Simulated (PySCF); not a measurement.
This PySCF input asks for the spin–spin couplings of boric acid, BH$_{3}$O$_{3}$; the geometry comes from GFN2-xTB.

```python
import basis_set_exchange as bse
import numpy as np
from pyscf import gto, dft
from pyscf.data import nist
from pyscf.prop import ssc

atoms = """
O     0.942827   -0.688134   -0.108925
B    -0.234540    0.005827    0.015831
O    -0.318215    1.359245    0.075171
O    -1.385691   -0.695463    0.084959
H     1.750357   -0.179514   -0.156521
H     0.503321    1.844734    0.025123
H    -1.254727   -1.641791    0.037285
"""
names = dict.fromkeys(["O", "B", "H"], "pcJ-1")
basis = {el: gto.basis.parse(bse.get_basis(n, elements=[el], fmt="nwchem")) for el, n in names.items()}
mol = gto.M(atom=atoms, basis=basis, charge=0, verbose=0)
mf = dft.RKS(mol, xc="B3LYP")
mf.grids.level = 2
mf.grids.alignment = dft.numint.BLKSIZE   # the property module wants whole blocks of grid points
mf.conv_tol = 1e-9
mf.kernel()

sc = ssc.RKS(mf)
sc.with_fcsd = True   # Fermi contact and spin-dipole together
sc.max_cycle_cphf = 60
g = {"B": 1.7924326, "H": 5.58569468, "O": -0.757516}   # nuclear g factors of 11B, 1H, 17O
sc.nuc_pair = [(i, j) for i in range(mol.natm) for j in range(i + 1, mol.natm)
               if mol.atom_pure_symbol(i) in g and mol.atom_pure_symbol(j) in g]
K = sc.kernel()
unit = nist.HARTREE2J / nist.PLANCK * (0.5 * nist.E_MASS / nist.PROTON_MASS) ** 2
for (i, j), k in zip(sc.nuc_pair, K):
    a, b = mol.atom_pure_symbol(i), mol.atom_pure_symbol(j)
    J = unit * g[a] * g[b] * np.trace(k) / 3
    if abs(J) >= 1:
        print("%s%d %s%d %8.1f Hz" % (a, i, b, j, J))
```

Task: What are the results?

Result: 
```
O0 B1    -12.7 Hz
O0 O2     -4.3 Hz
O0 O3     -1.5 Hz
O0 H4    -90.4 Hz
B1 O2    -22.1 Hz
B1 O3    -25.4 Hz
B1 H6     -1.7 Hz
O2 O3     19.3 Hz
O2 H5    -90.3 Hz
O2 H6     -9.1 Hz
O3 H5     -8.5 Hz
O3 H6    -88.8 Hz
H5 H6      3.9 Hz
```

These numbers come from an equivalent density-fitted implementation of the same equations, which agrees with the script to about 0.1 Hz, so last digits may differ.

Size and cost of the density-fitted run: 138 basis functions, 8.8 s wall time on 1 thread of an x86-64 server CPU, shared host.
